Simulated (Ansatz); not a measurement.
C2H6GeOSi, SMILES `[OH][GeH2][C]#C[SiH3]`, relaxed with RKS PBE0-D4/def2-TZVP in Ansatz 0.2.0 from a PBE-D4/def2-SVP geometry. The force threshold is 0.005 eV/Å; the program also tests the step.

Charge 0, multiplicity 1.

Start:

```xyz
11

O    -2.674    1.450    0.980
Ge   -0.945    1.437    1.478
C     0.029    0.218    0.366
C     0.640   -0.564   -0.374
Si    1.554   -1.732   -1.460
H    -2.753    1.569    0.016
H    -0.300    2.841    1.332
H    -0.970    0.933    2.935
H     1.534   -1.226   -2.875
H     2.978   -1.840   -0.991
H     0.907   -3.086   -1.407
```

Q: How much energy does the relaxation release, and in how many steps? (Estimate.)

A: The calculation gave: 0.06 eV, in 6 steps.

Q: Which bonds change most? (Best estimate.)

A: The calculation gave: O1–Ge2 from 1.799 to 1.776 Å; C3–C4 from 1.237 to 1.214 Å; Si5–H9 from 1.503 to 1.483 Å; Si5–H11 from 1.502 to 1.483 Å.

Q: Give the relaxed structure. (Estimate.)

A: The calculation gave: 
```xyz
11

O    -2.636    1.438    0.961
Ge   -0.935    1.416    1.467
C     0.027    0.202    0.356
C     0.634   -0.562   -0.367
Si    1.543   -1.718   -1.448
H    -2.737    1.570    0.015
H    -0.303    2.808    1.315
H    -0.955    0.924    2.914
H     1.513   -1.210   -2.841
H     2.948   -1.815   -0.982
H     0.901   -3.053   -1.389
```
